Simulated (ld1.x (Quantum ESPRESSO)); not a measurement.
**Sc (Z = 21), TM: configuration errors across variants**

```
Element                 : Sc
Generator               : ld1.x (Quantum ESPRESSO) 7.5
Type                    : norm-conserving Troullier–Martins (Kleinman–Bylander form)
Functional              : PBEsol
Relativity              : scalar-relativistic
Frozen core             : [Ne] 3s2
Valence charge          : 9
Reference configuration : 3p6 3d1 4s2 4p0
Partial waves           : 3p (bound): rc 1.15 bohr; 3d (bound): rc 1.75 bohr; 4s (bound): rc 2.20 bohr
Local potential         : the s channel
Core correction         : none
```

All-electron excitation energies from the reference (eV): (1) 3p6 3d1 4s1 4p0 6.903; (2) 3p6 3d1 4s0 4p0 19.554; (3) 3p6 3d0 4s0 4p0 44.372; (4) 3p6 3d1 4s0 4p2 5.684; (5) 3p6 3d2 4s0 4p0 7.537; (6) 3p6 3d1 4s1 4p1 2.791; (7) 3p6 3d2 4s1 4p0 1.664.

3 further variants failed, have other tests or too few solved ones, and are left out.

A true bound ghost makes a file unfit for plane-wave use even where its test errors are small: the radial tests pick states by their node count and pass the ghost by.

Errors AE − PS in meV (a dash: test not solved or not reliable):

| change | (1) | (2) | (3) | (4) | (5) | (6) | (7) | bound ghosts |
| --- | --- | --- | --- | --- | --- | --- | --- | --- |
| base | +1.6 | +3.7 | -23 | -955 | -117 | -418 | -64 | none |
| all radii scaled by about 1.04 (s 2.28, p 1.20, d 1.82 bohr) | 0.0 | -0.2 | +19 | -1015 | -134 | -444 | -74 | none |
| wave 3d (bound): rc 1.75 bohr becomes 3d (bound): rc 1.52 bohr | +1.5 | +3.3 | -45 | -956 | -129 | -419 | -69 | none |
| core correction a·sin(br)/r model core inside 1.02 bohr | +1.2 | -18 | -111 | -964 | -133 | -420 | -71 | none |
| wave 3p (bound): rc 1.15 bohr becomes 3p (bound): rc 0.92 bohr | +1.6 | +3.7 | -23 | -955 | -117 | -418 | -64 | none |
| local potential the p channel | -1.9 | +11 | +121 | +6.9 | -42 | +3.6 | -22 | s |
| wave 3d (bound): rc 1.75 bohr becomes 3d (bound): rc 1.48 bohr | +1.5 | +3.2 | -51 | -956 | -132 | -419 | -71 | none |
| wave 4s (bound): rc 2.20 bohr becomes 4s (bound): rc 3.28 bohr | -2.4 | -11 | +41 | -1094 | -171 | -478 | -93 | none |

(1) Give the same row for: wave 4s (bound): rc 2.20 bohr becomes 4s (bound): rc 3.40 bohr.

## Answers

(1) -2.4, -17, +4.7, -1102, -161, -479, -88; bound ghosts: none.
